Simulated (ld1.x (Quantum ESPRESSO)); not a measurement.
**tellurium (Te): excitation energies, all-electron against PAW**

```json
{
  "Element": "Te (Z = 52)",
  "Generator": "ld1.x (Quantum ESPRESSO) 7.5",
  "Type": "PAW",
  "Functional": "PW91",
  "Relativity": "fully relativistic",
  "Frozen core": "[Ar] 3d10",
  "Valence charge": "24",
  "Reference configuration": "4s2 4p6 4d10 5s2 5p4",
  "Partial waves": "4s (bound): rcut 1.00, rcutus 1.15 bohr; 5s (bound): rcut 1.00, rcutus 1.15 bohr; 4p (bound): rcut 1.05, rcutus 1.10 bohr; 5p (bound): rcut 1.05, rcutus 1.10 bohr; 4d (bound): rcut 1.40, rcutus 1.70 bohr; 4d channel at -2.7 Ry: rcut 1.40, rcutus 1.70 bohr",
  "Local potential": "all-electron potential smoothed inside 0.85 bohr (lloc = -1)",
  "Core correction": "Bessel-smoothed model core inside 0.50 bohr",
  "Augmentation charge": "BESSEL, radius 1.10 bohr"
}
```

Open shells are filled in proportion to 2j + 1 (rel_dist='average').

Energies are relative to the spin-unpolarised reference configuration 4s2 4p6 4d10 5s2 5p4; without spin polarisation the order of configurations can differ from experiment.

```tsv
valence configuration	charge	ΔE all-electron (eV)	error AE − PS (meV)
4s2 4p6 4d10 5s2 5p3	+1	9.806	+0.2
4s2 4p6 4d10 5s2 5p2	+2	27.830	+0.7
4s2 4p6 4d10 5s2 5p1	+3	54.853	+1.5
4s2 4p6 4d10 5s1 5p5	0	9.246	+0.7
4s2 4p6 4d9 5s2 5p4	+1	49.267	-39
4s2 4p6 4d10 5s2 5p4.3	-0.3	-1.489	0.0
```

Q: What are ΔE and the potential's error for 4s2 4p5 4d10 5s2 5p4?

A: ΔE = 123.191 eV all-electron; the error (AE − PS) is -70 meV.

Levels in the configuration 4s2 4p6 4d10 5s2 5p4.3:

| level | all-electron (eV) | pseudo (eV) |
| --- | --- | --- |
| 4s j=1/2 | -161.852 | -161.853 |
| 4p j=1/2 | -118.690 | -118.691 |
| 4p j=3/2 | -108.959 | -108.961 |
| 4d j=3/2 | -40.132 | -40.132 |
| 4d j=5/2 | -38.663 | -38.664 |
| 5s j=1/2 | -12.904 | -12.904 |
| 5p j=1/2 | -4.431 | -4.430 |
| 5p j=3/2 | -3.671 | -3.671 |

The ghost test of this file was not conclusive.
